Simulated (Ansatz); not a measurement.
Gas-phase electronic energies from Ansatz, PBE0-D4/def2-TZVP geometries. CBS: MP2 limit from def2 TZ/QZ plus the TZ coupled-cluster correction, frozen cores. This one scheme is used for every species. Functionals use def2-TZVPP.

Reaction (cleavage of the B–Al bond): `[AlH2][B]1CC1` + HCl → `ClB1CC1` + `[AlH3]`

Problem. Is it downhill or uphill in electronic energy at CCSD(T)/CBS, and by how much? (An estimate is asked.)

Solution. Computed: Downhill: ΔE = -0.82 eV.

Problem. What do these levels give: PBE-D4, BLYP-D4, r2SCAN-D4, r2SCANh-D4, CAM-B3LYP-D4, ωB97X-V, MP2/def2-SVP, HF/def2-TZVPP, MP2/def2-TZVPP, CCSD(T)/def2-TZVPP, HF/def2-QZVPP, MP2/CBS(def2)? (An estimate is asked.)

Solution. Ansatz gave: PBE-D4 -0.80, BLYP-D4 -0.86, r2SCAN-D4 -0.84, r2SCANh-D4 -0.85, CAM-B3LYP-D4 -0.89, ωB97X-V -0.86, MP2/def2-SVP -1.03, HF/def2-TZVPP -0.93, MP2/def2-TZVPP -0.91, CCSD(T)/def2-TZVPP -0.83, HF/def2-QZVPP -0.92, MP2/CBS(def2) -0.90 eV.

Largest T1 diagnostic among the species: 0.011.

At CCSD(T), def2-SVP lies −0.13 eV from the extrapolated value and def2-TZVPP −0.01 eV. From BLYP to BHLYP (50 % exact exchange), in def2-TZVPP and without D4, ΔE moves by −0.04 eV.
